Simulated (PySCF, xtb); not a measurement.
BFBr2, SMILES FB(Br)Br.

Harmonic wavenumbers (cm⁻¹) from GFN2-xTB in xtb 6.7.1 at its own minimum, in rising order: 158, 277, 384, 406, 807, 1231.

What does PBE-D3(BJ)/def2-SVP (PySCF) give at its own minimum? (The exact figures need the calculation; the answer reports its results.)

166, 297, 414, 456, 865, 1293. Paired by order, the mean absolute difference is 38 cm⁻¹ and the zero-point energies are 4.7 and 5.0 kcal/mol.
